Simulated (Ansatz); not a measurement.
Cost and result for the atomization energy of C₂H₅FGeO (`C=C[O][GeH2][F]`) (10 atoms, 9 bonds).

Cartesian coordinates in Å:
```
C -0.314 -0.671 1.416
C 0.647 0.184 1.090
O 1.027 0.540 -0.160
Ge -0.082 0.455 -1.541
F -0.369 -1.217 -1.912
H -0.889 -1.215 0.675
H -0.521 -0.862 2.460
H 1.247 0.684 1.845
H -1.438 1.051 -1.160
H 0.692 1.052 -2.712
```

The species carries charge 0 and has multiplicity 1. Correlated methods include outer-core shells of Ge, which these sets cover unevenly. Scalar relativity is left out up to krypton. All single points use the PBE0-D4/def2-TZVP geometry. It is one conformer, not always the lowest. Program: Ansatz. All runs use 4 threads of an Arm Neoverse V1 on a shared host. Times are those of one run each, without the atoms' runs, and a repeat can differ threefold. Electronic energies, without spin–orbit coupling; frozen cores. CCSD(T)/CBS adds CCSD(T) − MP2 in def2-TZVPP to the MP2 limit, and its time is that of the two runs behind it. T1 = 0.013. With those shells the extrapolation isn't a true limit. B3LYP takes the VWN-RPA correlation (the form of Gaussian; ORCA's B3LYP/G). HSE06 is the plane-wave form, built on full-range PBE exchange.

CCSD(T)/CBS is a level of theory with its own doubt, some kJ/mol a heavy atom from the limit and from the frozen cores, so smaller differences don't rank the functionals.

```json
{"level": "LDA (SPW92)/def2-TZVPP", "functions": "242", "wall time": "1.2 s", "atomization (kJ/mol)": "4356.1", "difference from CCSD(T)/CBS": "585.0", "per bond": "65.0"}
{"level": "PBE0-D4/def2-TZVPP", "functions": "242", "wall time": "3.1 s", "atomization (kJ/mol)": "3750.0", "difference from CCSD(T)/CBS": "-21.1", "per bond": "-2.3"}
{"level": "BHLYP-D4/def2-TZVPP", "functions": "242", "wall time": "3.4 s", "atomization (kJ/mol)": "3617.3", "difference from CCSD(T)/CBS": "-153.8", "per bond": "-17.1"}
{"level": "HSE06-D4/def2-TZVPP", "functions": "242", "wall time": "3.5 s", "atomization (kJ/mol)": "3752.4", "difference from CCSD(T)/CBS": "-18.7", "per bond": "-2.1"}
{"level": "B3LYP-D4/def2-TZVPP (with forces)", "functions": "242", "wall time": "4.8 s", "atomization (kJ/mol)": "3747.7", "difference from CCSD(T)/CBS": "-23.4", "per bond": "-2.6"}
{"level": "B2PLYP/def2-TZVPP", "functions": "242", "wall time": "6 s", "atomization (kJ/mol)": "3724.6", "difference from CCSD(T)/CBS": "-46.5", "per bond": "-5.2"}
{"level": "PBE-QIDH/def2-TZVPP", "functions": "242", "wall time": "6.5 s", "atomization (kJ/mol)": "3732.1", "difference from CCSD(T)/CBS": "-39.0", "per bond": "-4.3"}
{"level": "ωB97X-V/def2-TZVPP", "functions": "242", "wall time": "8 s", "atomization (kJ/mol)": "3772.1", "difference from CCSD(T)/CBS": "1.0", "per bond": "0.1"}
{"level": "CCSD(T)/def2-SVP", "functions": "113", "wall time": "9.5 s", "atomization (kJ/mol)": "3563.4", "difference from CCSD(T)/CBS": "-207.7", "per bond": "-23.1"}
{"level": "B97M-V/def2-TZVPP", "functions": "242", "wall time": "11 s", "atomization (kJ/mol)": "3781.0", "difference from CCSD(T)/CBS": "9.9", "per bond": "1.1"}
{"level": "MP2/def2-QZVPP", "functions": "467", "wall time": "27 s", "atomization (kJ/mol)": "3815.2", "difference from CCSD(T)/CBS": "44.1", "per bond": "4.9"}
{"level": "CCSD(T)/def2-TZVPP", "functions": "242", "wall time": "3.8 min", "atomization (kJ/mol)": "3682.7", "difference from CCSD(T)/CBS": "-88.4", "per bond": "-9.8"}
{"level": "CCSD(T)/CBS(def2)", "functions": "–", "wall time": "4.3 min", "atomization (kJ/mol)": "3771.1", "difference from CCSD(T)/CBS": "0.0", "per bond": "0.0"}
```

In def2-TZVPP, CCSD(T) changes the Hartree–Fock value by +993.1 kJ/mol (the triples alone add +64.6 kJ/mol) and MP2 by +1072.7 kJ/mol; breaking electron pairs costs correlation energy, which Hartree–Fock lacks. From BLYP to BHLYP (50 % exact exchange), in def2-TZVPP and without D4, the atomization energy moves by −122.8 kJ/mol: exact exchange takes away binding that semilocal exchange gives to molecules. At CCSD(T), def2-SVP lies −207.8 kJ/mol from the extrapolated value and def2-TZVPP −88.5 kJ/mol: correlation converges slowly with the basis, and small sets miss more of it in the bonded molecule than in its fragments.

For some Ge, Se and Sn compounds the MP2-based and the directly extrapolated limit differ by 10 to 25 kJ/mol.
